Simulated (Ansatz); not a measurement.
C2H8FGaO (`[CH3][Ga-]([CH3])([OH2+])[F]`). The species carries charge 0 and has multiplicity 1.

```xyz
13

C     1.3579    1.1156   -1.0035
Ga    0.3266   -0.0555    0.1777
C    -0.4824   -1.8249   -0.0974
O    -1.4061    1.1491    0.7233
F     0.6729    0.2657    1.9388
H     0.8840    1.2123   -1.9825
H     1.4511    2.1083   -0.5602
H     2.3636    0.7168   -1.1556
H    -1.0239   -2.1474    0.7943
H    -1.1696   -1.8247   -0.9472
H     0.2893   -2.5703   -0.3038
H    -2.2257    0.6496    0.7927
H    -1.0377    1.2053    1.6234
```

(1) What are the harmonic wavenumbers in cm⁻¹ at PBE0-D4/def2-TZVP (Ansatz, finite differences of forces, unscaled)? (An estimate is asked.)

(2) Is this a minimum?

(3) Give the ideal-gas thermochemistry at 298.15 K and 1 bar (rigid rotor, harmonic oscillator; point group C1, symmetry number 1).

(4) Rotational constants (cm⁻¹)?

Results:

(1) Ansatz gave: 60, 81, 118, 136, 140, 172, 195, 260, 288, 522, 543, 576, 610, 681, 695, 702, 745, 774, 1228, 1230, 1447, 1450, 1453, 1457, 1626, 3050, 3055, 3132, 3138, 3140, 3150, 3668, 3883.

(2) Yes, all 33 modes are real.

(3) Zero-point energy 259.6 kJ/mol; H(298) − E = 288.0 kJ/mol; entropy 402.9 J/(mol·K), of which translation 170.2, rotation 113.5, vibration 119.2; G(298) − E = 167.8 kJ/mol. Modes under 100 cm⁻¹ are hindered rotations or soft bends, so the harmonic entropy is rough.

(4) 0.101, 0.09789, 0.07987.
